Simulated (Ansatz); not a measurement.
Total energies of `O=P(O)(O)C12CC3CC(CC(C3)C1)C2` from Ansatz at PBE0-D4/def2-SVP, gas phase (1 Eh = 27.2114 eV = 2625.5 kJ/mol). The reference geometry is relaxed at PBE-D4/def2-SVP.

```xyz
31

O     2.557    1.169    2.317
P     1.059    1.059    2.223
O     0.281    2.509    2.339
O     0.387    0.138    3.417
C     0.334    0.338    0.710
C    -1.212    0.296    0.773
C    -1.754   -0.322   -0.532
C    -1.206   -1.753   -0.692
C     0.333   -1.713   -0.757
C     0.778   -0.855   -1.957
C     0.230    0.577   -1.798
C    -1.310    0.536   -1.733
C     0.781    1.197   -0.500
C     0.885   -1.102    0.545
H     0.929    3.172    2.649
H     1.071   -0.010    4.100
H    -1.610    1.323    0.910
H    -1.536   -0.302    1.649
H    -2.864   -0.349   -0.483
H    -1.615   -2.218   -1.616
H    -1.536   -2.386    0.160
H     0.731   -2.745   -0.867
H     0.407   -1.302   -2.905
H     1.887   -0.834   -2.021
H     0.552    1.199   -2.660
H    -1.721    0.115   -2.676
H    -1.715    1.567   -1.637
H     1.890    1.249   -0.529
H     0.407    2.235   -0.375
H     1.995   -1.075    0.527
H     0.586   -1.715    1.421
```

```
                state   geometry  energy (Eh)
     charge 0 singlet  reference   -957.09771
     charge 1 doublet  reference   -956.75485
    charge -1 doublet  reference   -957.01851
free O atom (triplet)          –    -74.92490
free P atom (quartet)          –   -341.02153
free C atom (triplet)          –    -37.76066
free H atom (doublet)          –     -0.50029
```

Work out the vertical ionisation energy to the doublet.

E(charge 1 doublet) − E(charge 0 singlet) = -956.75485 − (-957.09771) = 0.34286 Eh = 9.33 eV. For comparison, −ε of the highest occupied level is 7.67 eV at this level, 1.66 eV less.

Work out the vertical electron affinity, to the doublet.

E(charge 0 singlet) − E(charge -1 doublet) = -957.09771 − (-957.01851) = -0.07920 Eh = -2.16 eV; negative, so the extra electron isn't bound. The basis lacks diffuse functions, which makes affinities too small.

Give the fundamental gap IE − EA, the Mulliken electronegativity (IE + EA)/2 and the hardness (IE − EA)/2.

From the values in Eh: IE − EA = 0.34286 − (-0.07920) = 0.42206 Eh = 11.48 eV; (IE + EA)/2 = 3.59 eV; (IE − EA)/2 = 5.74 eV. The HOMO–LUMO gap of the same run is 8.65 eV, 2.83 eV smaller than the fundamental gap.

What is the binding energy per atom against free atoms?

Atoms: 3 × (-74.92490) + 1 × (-341.02153) + 10 × (-37.76066) + 17 × (-0.50029) = -951.90776 Eh. Binding: -951.90776 − (-957.09771) = 5.18995 Eh = 141.23 eV, or 4.56 eV for each of 31 atoms (no zero-point energy, no counterpoise term).

At PBE0-D4/def2-SVP the highest occupied level of the charge -1 doublet lies above zero (up to 3.44 eV). By energy differences it is unbound by 2.16 eV (vertical, against the charge 0 singlet, at PBE0-D4/def2-SVP) and held by the finite basis.
